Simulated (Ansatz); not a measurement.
TCNQ (C₁₂H₄N₄). Charge 0, multiplicity 1. Geometry PBE-D4/def2-SVP, basis def2-TZVP, Ansatz.

```xyz
20

N     2.5991    3.3173   -2.1705
C     1.9315    2.3520   -2.2446
C     1.1200    1.1810   -2.3206
C     0.8983    0.6320   -3.6186
N     0.7092    0.1709   -4.6839
C     0.5630    0.5944   -1.1674
C     0.7971    1.1628    0.1400
C     0.2560    0.5921    1.2613
C    -0.5637   -0.5939    1.1674
C    -1.1198   -1.1812    2.3207
C    -1.9307   -2.3525    2.2446
N    -2.5977   -3.3183    2.1703
C    -0.8974   -0.6327    3.6188
N    -0.7075   -0.1722    4.6842
C    -0.7981   -1.1620   -0.1401
C    -0.2570   -0.5913   -1.2614
H     1.4204    2.0660    0.2208
H     0.4395    1.0316    2.2533
H    -1.4215   -2.0651   -0.2209
H    -0.4407   -1.0308   -2.2533
```

| run | HOMO (eV) | LUMO (eV) |
| --- | --- | --- |
| A | -7.15 | -5.65 |
| B | -7.76 | -5.15 |
| C | -6.98 | -5.59 |
| D | -7.89 | -5.20 |
| E | -6.89 | -5.49 |

**Question.** The runs used PBE, PBE0, r2SCAN, r2SCAN0, revPBE. Estimate which is which.

**Answer.** A r2SCAN (0 % exact exchange); B PBE0 (25 % exact exchange); C PBE (0 % exact exchange); D r2SCAN0 (25 % exact exchange); E revPBE (0 % exact exchange). Exact exchange lowers occupied and raises empty levels; among semilocal functionals meta-GGAs tend to open the gap a little, and such runs are hard to tell apart. The gap grows from 1.39 eV (PBE) to 2.68 eV (r2SCAN0).
